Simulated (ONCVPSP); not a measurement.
Before and after: ONCV potential for scandium

| Item | Value |
| --- | --- |
| Element | Sc |
| Generator | ONCVPSP 4.0.1 |
| Type | optimised norm-conserving Vanderbilt (ONCV) |
| Functional | LDA (Perdew-Zunger) |
| Relativity | scalar-relativistic |
| Frozen core | [Ne] |
| Valence charge | 11 |
| Reference configuration | 3s2 3p6 3d1 (charge +2) |
| Partial waves | 3s: rc 1.05 bohr, ncon 4, nbas 8, qcut 7.1 1/bohr, 2 projectors, debl 3 Ha; 3p: rc 1.60 bohr, ncon 4, nbas 9, qcut 11 1/bohr, 2 projectors, debl 3.7 Ha; 3d: rc 1.45 bohr, ncon 4, nbas 9, qcut 8.5 1/bohr, 1 projector |
| Local potential | polynomial inside 0.85 bohr (lpopt 2, dvloc0 6 Ha) |
| Core correction | Teter function fitted to the true core (icmod 2), fcfact 0.2 |

All-electron outer shells of the reference configuration (LDA (Perdew-Zunger), scalar-relativistic, ld1.x):

```json
{"shell": "3s", "level (eV)": "-70.16", "outermost node (bohr)": "0.42", "outermost maximum (bohr)": "0.92"}
{"shell": "3p", "level (eV)": "-48.97", "outermost node (bohr)": "0.39", "outermost maximum (bohr)": "0.97"}
{"shell": "3d", "level (eV)": "-18.13", "outermost node (bohr)": "–", "outermost maximum (bohr)": "1.07"}
```

Change: s: qcut 8; p: qcut 12.5; d: qcut 9.6.

Cutoffs: the cutoffs (Ha) at which the residual kinetic energy of the hardest occupied pseudo-wave falls to 1 and 0.1 mHa per electron; they do not see the model core or the augmentation charge, which bear on the density cutoff. Errors are all-electron minus pseudo energies relative to the spin-unpolarised reference configuration.

**Question.** How do hardness, ghosts and transferability respond?

**Answer.** The potential gets softer (50 Ha and 147 Ha → 36 Ha and 90 Ha); of the 4 tests that both files solve, the error grows in 0 and shrinks in 2 by more than 15 % and 0.3 meV (median size 0.9 → 1.0 meV); neither file shows a bound ghost.

```tsv
quantity	base	changed
cutoff, loose	50 Ha	36 Ha
cutoff, tight	147 Ha	90 Ha
loose cutoff by channel	s 50 Ha, p 17 Ha, d 32 Ha	s 31 Ha, p 32 Ha, d 36 Ha
bound ghosts	none	none
GHOST(+) flags under 300 eV	none	none
error for 3s2 3p6 3d1 4s2, meV [ΔE -20.03 eV]	+1.2	+1.3
error for 3s2 3p6 3d1 4s1, meV [ΔE -12.96 eV]	+0.7	+0.7
error for 3s2 3p6 3d0, meV [ΔE 25.09 eV]	+41	+31
error for 3s2 3p6 3d2 4s1, meV [ΔE -18.41 eV]	+0.7	+0.3
s: phases at 1.06 bohr within 0.05 rad from the reference energy up to (Ha; the scan ends near 5)	to the end of the scan	to the end of the scan
p: phases at 1.63 bohr within 0.05 rad from the reference energy up to (Ha; the scan ends near 5)	to the end of the scan	to the end of the scan
d: phases at 1.47 bohr within 0.05 rad from the reference energy up to (Ha; the scan ends near 5)	1.8	2.0
rms error of d²Exc/dni dnj with the model core, mHa	1.38	1.39
```
